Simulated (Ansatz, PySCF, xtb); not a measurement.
Bond stretch in H₂Be, SMILES [BeH2]. The Be1–H3 bond (Be1 also carries H; H3 carries nothing else) is stretched with both fragments frozen at the PBE0/def2-TZVP optimised geometry.

Computed with: RKS-B3LYP/3-21G = PySCF with restricted B3LYP/3-21G; GFN1-xTB (xtb); UKS-B3LYP/LANL2DZ = unrestricted B3LYP/LANL2DZ run with PySCF 2.14.0; RMP2 = MP2 on RHF/cc-pVQZ, frozen core in Ansatz (a program for electronic structure); RCCSD = CCSD on RHF/cc-pVQZ, frozen core in Ansatz.

Energies are in kcal/mol, each relative to the lowest point of its own curve near equilibrium.

| R / Å | RKS-B3LYP/3-21G | GFN1-xTB | UKS-B3LYP/LANL2DZ | RMP2 | RCCSD |
|---|---|---|---|---|---|
| 0.99 | 36.6 | 27.3 | 35.0 | 34.9 | 35.1 |
| 1.06 | 20.8 | 13.2 | 19.6 | 19.5 | 19.7 |
| 1.14 | 9.3 | 4.3 | 8.6 | 8.4 | 8.6 |
| 1.20 | 4.1 | 1.1 | 3.7 | 3.5 | 3.7 |
| 1.25 | 1.5 | 0.0 | 1.3 | 1.2 | 1.3 |
| 1.30 | 0.3 | 0.0 | 0.2 | 0.1 | 0.2 |
| 1.34 | 0.0 | 0.6 | 0.0 | 0.0 | 0.0 |
| 1.38 | 0.3 | 1.5 | 0.4 | 0.5 | 0.4 |
| 1.41 | 0.9 | 2.5 | 1.0 | 1.1 | 1.0 |
| 1.47 | 2.6 | 4.9 | 2.8 | 3.1 | 2.8 |
| 1.54 | 5.6 | 8.3 | 5.9 | 6.3 | 5.9 |
| 1.66 | 12.3 | 15.3 | 12.6 | 13.3 | 12.6 |
| 1.81 | 22.1 | 24.9 | 22.6 | 23.6 | 22.3 |
| 2.01 | 36.2 | 37.9 | 36.8 | 38.3 | 36.0 |
| 2.18 | 48.0 | 48.7 | 48.6 | 50.7 | 47.2 |
| 2.38 | 61.3 | 61.0 | 61.8 | 64.3 | 59.1 |
| 2.64 | 76.7 | 75.7 | 76.3 | 80.1 | 72.1 |
| 2.97 | 93.2 | 91.5 | 87.1 | 96.8 | 84.2 |
| 3.25 | 104.5 | 102.2 | 92.0 | 108.1 | — |
| 3.65 | 117.1 | 113.5 | 95.6 | 119.9 | — |
| 4.10 | 127.2 | 121.6 | 97.3 | 127.9 | — |
| 4.68 | 135.6 | — | — | 131.4 | — |

At the longest distance, 4.68 Å, RKS-B3LYP/3-21G lies highest above its minimum (135.6 kcal/mol) and RMP2 lowest (131.4 kcal/mol).

A dash means that the run gave no value there, or that the column was ended at a point which the program doubted or which failed a test of continuity chosen for this set; such a test can also cut sound points.

The restricted form behind RKS-B3LYP/3-21G, RMP2 keeps the bonding electrons paired and can't separate into open-shell fragments. The unrestricted solution behind UKS-B3LYP/LANL2DZ changes between 4.10 and 4.68 Å, which can leave a kink. The unrestricted determinant behind UKS-B3LYP/LANL2DZ is spin-contaminated at 2.64 to 4.10 Å (<S²> up to 1.0, against 0.00 for a pure singlet). The T1 diagnostic of CCSD on the restricted reference of RMP2, RCCSD exceeds 0.045 at 2.97 to 4.68 Å.
